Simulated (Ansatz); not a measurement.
Computed with Ansatz on PBE0-D4/def2-TZVP structures; ΔE is electronic, products minus reactants. CCSD(T)/CBS adds triple-zeta CCSD(T) − MP2 to the extrapolated MP2 energy (def2 sets, frozen cores). This one scheme is used for every species. Functionals use def2-TZVPP. def2 core potentials past Kr. For In outer-core shells are correlated without core-valence functions, which leaves a few kJ/mol of doubt a bond. One conformer a species, not always the lowest.

Consider the ligand exchange at the In–C bond: `[CH3][In]([NH2])[OH]` + `CNC` → `C[N](C)[In]([NH2])[OH]` + CH₄.

(1) Is it downhill or uphill in electronic energy at CCSD(T)/CBS, and by how much? (An estimate is asked.)

(2) What do these levels give: BLYP-D4, r2SCANh-D4, BHLYP-D4, ωB97M-V, PBE-QIDH, MP2/CBS(def2)? (An estimate is asked.)

Largest T1 diagnostic among the species: 0.015.

## Answers

(1) Computed: Downhill: ΔE = -4.5 kcal/mol.

(2) The calculation gave: BLYP-D4 -4.4, r2SCANh-D4 -3.1, BHLYP-D4 -3.5, ωB97M-V -2.5, PBE-QIDH -2.8, MP2/CBS(def2) -5.0 kcal/mol.

In def2-TZVPP, CCSD(T) changes the Hartree–Fock value by −2.5 kcal/mol (the triples alone add −0.7 kcal/mol) and MP2 by −3.0 kcal/mol. From r2SCAN to r2SCAN0 (25 % exact exchange), in def2-TZVPP and without D4, ΔE moves by +0.9 kcal/mol.
